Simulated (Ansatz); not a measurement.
Geometry optimisation, RKS LDA/6-31G* in Ansatz.

Input:

```yaml
crystal:
  periodic: [false, false, false]
  atoms:
    - { symbol: C, position_ang: [0.217, -1.2049, 2.4638] }
    - { symbol: C, position_ang: [-0.6484, -0.952, 1.5864] }
    - { symbol: O, position_ang: [-1.5992, -0.709, 0.5941] }
    - { symbol: Al, position_ang: [-0.9946, 0.1882, -0.9483] }
    - { symbol: C, position_ang: [0.8153, 0.7763, -1.2001] }
    - { symbol: H, position_ang: [0.8827, -1.3289, 3.2094] }
    - { symbol: H, position_ang: [-2.53463, -0.79042, 0.28034] }
    - { symbol: H, position_ang: [1.529, -0.0773, -1.1505] }
    - { symbol: H, position_ang: [1.082, 1.5074, -0.3274] }
    - { symbol: H, position_ang: [0.9203, 1.2914, -2.1402] }
basis:
  gaussian: { orbitals: "6-31G*" }
hamiltonian:
  xc: lda
relax:
  f_tol: 0.02
  max_steps: 50
output:
  orbitals: {}
```

Run as:

```bash
$ ansatz run input.yaml --threads 2 --pin off --max-ram 3072MiB --backend cpu --events-out ev --progress --plain --runs-dir out
```

Problem. Where does it end, and by what steps?

Solution. It converged. The force dipped under the threshold on the way, but the program's further checks kept it going. After 11 steps the energy has fallen by 1.527 eV; Al4 moved furthest, 0.69 Å.

| step | energy less start (eV) | largest force component (eV/Å) | accepted |
| --- | --- | --- | --- |
| 0 | 0.0000 | 5.377 | yes |
| 1 | -0.8478 | 2.558 | yes |
| 2 | -1.2463 | 1.245 | yes |
| 3 | -1.4113 | 1.598 | yes |
| 4 | -1.4991 | 0.852 | yes |
| 5 | -1.4865 | 0.695 | no |
| 6 | -1.5186 | 0.110 | yes |
| 7 | -1.5235 | 0.054 | yes |
| 8 | -1.5260 | 0.029 | yes |
| 9 | -1.5266 | 0.018 | yes |
| 10 | -1.5267 | 0.026 | yes |
| 11 | -1.5269 | 0.007 | yes |

```xyz
10
Properties=species:S:1:pos:R:3
C 0.295 -1.029 2.226
C -0.587 -0.849 1.413
O -1.448 -0.586 0.452
Al -1.213 0.428 -1.555
C 0.686 0.687 -1.035
H 1.047 -1.210 2.974
H -2.352 -0.939 0.623
H 1.183 -0.285 -0.832
H 0.771 1.274 -0.096
H 1.288 1.209 -1.803
```

Whether the end is a true minimum wasn't checked by a vibrational analysis.

Run time: 9.8 s on 2 threads of Intel(R) Xeon(R) Platinum 8488C (Sapphire Rapids) (shared host), peak memory 0.14 GiB.
